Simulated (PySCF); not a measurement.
Radial density of In⁺ (indium, charge +1)

M06-L, [Kr] 4d10 5s1 5p1, high-spin 3P determinant (an excited configuration). Calculation: PySCF 2.14, in def2-TZVPPD with the def2 core potential (28 electrons) (7s5p4d2f, 56 functions); a scalar-relativistic core potential. This is the valence pseudo-density: the core potential removes the inner electrons and smooths the orbitals near the nucleus.

```
r (bohr)  4πr²ρ (e/bohr)  4πr²(ρα − ρβ)
 0.00925       1.007e-05         0.0000
  0.0156       2.519e-05         0.0000
  0.0262       5.324e-05         0.0000
  0.0440       9.980e-05         0.0000
  0.0740       0.0003743         0.0000
   0.125        0.003602         0.0000
   0.209         0.05446         0.0001
   0.352           1.152         0.0092
   0.593           13.36         0.1247
   0.997           19.01        -0.0452
    1.68           4.627         0.6003
    2.82          0.9814         0.7815
    4.74          0.1282         0.1275
    7.98        0.001066         0.0011
```

Energies and moments cover only the electrons outside the core potential.

**Question.** Where is the radial spin density 4πr²(ρα − ρβ) most negative, and why is it negative at all?

**Answer.** Around r = 0.997 bohr, down to -0.0452 e/bohr: exchange with the open shell polarises the paired shells in an unrestricted calculation.
